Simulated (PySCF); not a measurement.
## Working out the ionisation energy of N⁺

N⁺ [He] 2s2 2p2 (3P) → N²⁺ [He] 2s2 2p1 (2P). Calculation: PySCF 2.14, in def2-TZVP (5s3p2d1f, 31 functions); no relativity, point nucleus. Frozen: 1s2. Energies in hartree (1 hartree = 27.21139 eV):

```csv
part,N⁺ (lower),N²⁺ (upper)
UHF,-53.891999,-52.818576
CCSD correlation,-0.091622,-0.082331
(T),-0.001573,-0.001019
```

What does Hartree-Fock give?

(-52.818576) − (-53.891999) = 1.073423 hartree = 29.209 eV.

What do CCSD and CCSD(T) give?

The CCSD correlation energies differ by 0.009291 hartree = 0.253 eV and the triples by 0.000554 hartree = 0.015 eV, so CCSD gives 29.462 eV and CCSD(T) 29.477 eV.

Reference: 29.601 eV (semi-empirical (NIST evaluation); NIST Atomic Spectra Database, ionization energies), between the lowest levels; spin-orbit coupling is absent from the calculation.

What remains against the reference includes basis incompleteness, the frozen core and higher excitations.
